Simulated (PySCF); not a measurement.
Compound: C₇H₁₄O₂Si.
Numbering: `[CH2:1]=[C:2]([O:3][SiH2:4][OH:5])[CH:6]1[CH2:7][CH2:8][CH2:9][CH2:10]1`

NICS = −σ at a ghost point: NICS(0) at the centroid of the ring atoms, NICS(1) 1 Å to either side along the normal of their mean plane, zz for the tensor component along that normal. Level: GIAO PBE0/pcSseg-1 (PySCF, non-relativistic, gas phase) on the GFN2-xTB geometry, one conformer.

Ring bond lengths (Å), with Mayer bond orders in brackets: C6–C7 1.550 (0.97), C7–C8 1.529 (1.04), C8–C9 1.524 (1.03), C9–C10 1.527 (1.02), C10–C6 1.540 (1.02).

Problem. Give the NICS values of each ring in ppm.

Solution. 
| ring | type | NICS(0) | NICS(1), two faces | NICS(1)zz, two faces | rms pucker (Å) | centre to ring atoms, mean (Å) |
| --- | --- | --- | --- | --- | --- | --- |
| C6–C7–C8–C9–C10 | 5-membered carbocycle; formal bonds all single | -5.2 | -3.9 / -3.6 | -4.8 / -3.7 | 0.18 | 1.28 |

Problem. What do they say, and how far can they be read as aromaticity?

Solution. 
- C6–C7–C8–C9–C10: mean NICS(1)zz -4.2 ppm, shielded. C6, C7, C8, C9, C10 have four or more neighbours, and the NICS criterion for π rings isn't applied.

Problem. At the first NICS(1) probe listed for ring C6–C7–C8–C9–C10, 1 Å off the ring, how large is the induced field along the normal in 11.7 T applied along it?

Solution. NICSzz × B0 = -4.8 ppm × 11.7 T = -56 μT, against the applied field.

Problem. List the ring angles and the Hirshfeld charges of the ring atoms.

Solution. 
- C6–C7–C8–C9–C10: C6 105.4° (-0.027 e), C7 105.7° (-0.069 e), C8 103.4° (-0.070 e), C9 102.8° (-0.071 e), C10 105.4° (-0.069 e); sum 522.7° against 540° for a flat convex ring.

Problem. How shielded are the nuclei of the rings and their hydrogens (means over atoms taken as equivalent)?

Solution. 
| atoms | environment | σ isotropic (ppm) | principal values of the symmetric part, first atom (ppm) |
| --- | --- | --- | --- |
| C6 | allylic carbon | 140.2 | 120.7, 138.7, 161.1 |
| C7 (×2) | ring CH2 carbon | 148.5 | 120.6, 146.8, 172.8 |
| C8 (×2) | ring CH2 carbon | 155.0 | 128.2, 163.8, 171.7 |
| H on C6 | methine hydrogen | 29.16 | 24.9, 28.3, 34.3 |
| H on C7 (×2) | methylene hydrogen | 29.61 | 24.3, 28.6, 35.1 |
| H on C7 (×2) | methylene hydrogen | 29.96 | 25.1, 30.3, 35.0 |
| H on C8 (×2) | methylene hydrogen | 30.11 | 25.3, 27.9, 37.5 |
| H on C8 (×2) | methylene hydrogen | 29.96 | 25.1, 26.9, 37.3 |

Time: 3.0 min of wall time (grids of density and orbitals included); peak memory 1.2 GiB. Hardware: Intel Xeon at 2.50 GHz, one thread, shared host. This is the whole shielding run at PBE0/pcSseg-1, SCF included.
